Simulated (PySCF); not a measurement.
Constitutional and geometric isomers with formula CH4N2Si. Gas-phase values, no solvent. One relaxed conformer stands for each flexible species; it need not be the lowest. Strings in code marks are SMILES.

The HOMO–LUMO gap from two functionals at the same geometries (B3LYP-D3(BJ)/def2-TZVP), both in PySCF: PBE-D3(BJ)/def2-TZVP and B3LYP-D3(BJ)/def2-TZVP. B3LYP has the VWN-RPA correlation part, as in Gaussian. 

| species | PBE-D3(BJ)/def2-TZVP (eV) | B3LYP-D3(BJ)/def2-TZVP (eV) |
|---|---|---|
| `N=C=[SiH]N` | 2.41 | 3.68 |
| `[H]/N=C\[SiH]=N\[H]` (N–C–Si–N torsion 0°) | 2.84 | 4.78 |
| `N#CN[SiH3]` | 5.15 | 6.83 |
| `N#C[SiH2]N` | 5.19 | 7.10 |
| `N=C=N[SiH3]` | 5.62 | 7.41 |
| `N(/[H])=[SiH]\N=C` (C–N–Si–N torsion 59°) | 3.09 | 4.90 |
| `[H]/N=C\N=[SiH2]` (N–C–N–Si torsion 87°) | 2.71 | 4.32 |

Over these rows, drawn at random from the members with no instability flagged (it was tested for open shells, ions and some series alone), PBE minus B3LYP-D3(BJ): mean -1.71 eV, from -1.94 eV to -1.28 eV.
